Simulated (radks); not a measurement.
The numbers below are computed, except where a source is named.
Task: Ir, 77 electrons, occupied as [Xe] 4f14 5d7 6s2 (the NIST ground configuration). Code: a radial shooting solver on a logarithmic mesh with Libxc functionals. Model: Dirac Kohn-Sham, Slater X-alpha with alpha = 0.795, spin-unpolarised, spherical densities, point nucleus; open shells fill j = l - 1/2 first.

Spin-orbit splittings of the eigenvalues, e(l+1/2) - e(l-1/2), with zeta = 2 splitting/(2l+1) and mean radii in bohr:

| shell | occ. | splitting (eV) | zeta (eV) | <r> j=l-1/2 | <r> j=l+1/2 |
|---|---|---|---|---|---|
| 2p | 6 | 1634 | 1089 | 0.06009 | 0.06840 |
| 3p | 6 | ? | ? | 0.1798 | 0.1951 |
| 3d | 10 | 77.65 | 31.06 | 0.1701 | 0.1747 |
| 4p | 6 | 85.08 | 56.72 | 0.4254 | 0.4592 |
| 4d | 10 | 15.86 | 6.342 | 0.4700 | 0.4812 |
| 4f | 14 | 3.198 | 0.9138 | 0.5261 | 0.5336 |
| 5p | 6 | 13.93 | 9.287 | 1.057 | 1.157 |
| 5d | 7 | 1.282 | 0.5128 | 1.646 | 1.722 |

Estimate the 3p splitting.

Result: 358.3 eV (zeta = 238.8 eV).
